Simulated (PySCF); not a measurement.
CH₆GaN.
Numbering: `[CH3:1][NH:2][GaH2:3]` (hydrogens: H4, H5, H6 on C1; H7 on N2; H8, H9 on Ga3)

Geometry (PBE0-D3(BJ)/def2-SVP, Å), atoms numbered from 1 in this order:
```xyz
9
CH6GaN angstrom
C     -1.165   -0.436   -0.270
N     -0.170    0.436    0.302
Ga     1.637    0.313    0.175
H     -0.678   -1.270   -0.799
H     -1.813    0.077   -1.006
H     -1.830   -0.883    0.492
H     -0.573    1.213    0.815
H      2.188   -0.904   -0.639
H      2.459    1.430    0.895
```

Method used: PySCF, PBE0-D3(BJ)/def2-SVP geometry optimisation, gas phase.

Masses are those of the commonest isotopes; rigid-rotor values at the optimised geometry. 

**Question.** What are A, B and C (cm⁻¹)?

**Answer.** Ia = 14.35, Ib = 135.41, Ic = 146.57 u·Å²; 505379 MHz·u·Å²/I gives 35220, 3732 and 3448 MHz, that is A = 1.17480, B = 0.12449, C = 0.11501 cm⁻¹.

**Question.** Classify the top.

**Answer.** A near-prolate asymmetric top: κ = (2 × 3732 − 35220 − 3448)/(35220 − 3448) = -0.98.

**Question.** What does the inertial defect say?

**Answer.** Not planar: Δ = Ic − Ia − Ib = -3.19 u·Å². For a rigid frame Δ = −2 Σ m c², so Σ m c² = 1.60 u·Å² lies off the ab plane, practically all of it from hydrogen. The atom farthest from that plane is 0.91 Å away.

**Question.** List the rotational levels J(Ka,Kc) to J = 2 (MHz).

**Answer.** Above 0(0,0):
J = 1: 1(0,1) 7180, 1(1,1) 38668, 1(1,0) 38952
J = 2: 2(0,2) 21539, 2(1,2) 52744, 2(1,1) 53596, 2(2,1) 148059, 2(2,0) 148061
The levels of one J sum to (2J + 1)J(J + 1)(A + B + C)/3.

**Question.** Which lines would a microwave search look for?

**Answer.** The dipole components are |μa| = 1.04 D, |μb| = 0.48 D, |μc| = 0.00 D; the mirror of this Cs structure is the ab plane, so μc vanishes by symmetry (the 0.03 D computed is a residue) and there are no c-type lines. Intensities carry the squares of the components, which stand as 1.00 : 0.21 (a : b). Some lines, for components of 0.1 D or more:

```
type  branch         J(Ka,Kc)     MHz  lower level (cm⁻¹)
   a       Q  2(1,1) ← 2(1,2)     852               1.759
   a       R  2(1,2) ← 1(1,1)   14076               1.290
   a       R  3(0,3) ← 2(0,2)   21533               0.718
   a       R  3(1,2) ← 2(1,1)   21966               1.788
   a       R  4(1,4) ← 3(1,3)   28149               2.464
   a       R  4(3,2) ← 3(3,1)   28725              10.933
   b       R  4(1,4) ← 3(0,3)   58934               1.437
   b       Q  3(2,1) ← 3(1,2)   94047               2.520
   b       R  3(2,1) ← 2(1,2)  116865               1.759
   b       R  4(3,2) ← 3(2,1)  186864               5.658
   b       Q  4(4,0) ← 4(3,1)  221403              11.891
   b       R  4(4,0) ← 3(3,1)  250128              10.933
```

**Question.** Estimate the classical rotational partition function at 10 K, 100 K and 500 K.

**Answer.** Point group Cs, symmetry number σ = 1; q = (√π/σ)·√((kT/h)³/(ABC)), k/h = 20836.6 MHz/K: 250 at 10 K, 7920 at 100 K, 88500 at 500 K.

No PBE0-D3(BJ)/def2-SVP frequencies stand behind this structure, so it isn't proved a minimum. No vibrational averaging or centrifugal distortion is included, and the geometry carries the error of its method. A rigid rotor knows nothing of internal rotation, which can split or shift real lines. Quadrupole hyperfine structure (14N, 69Ga) is left out.
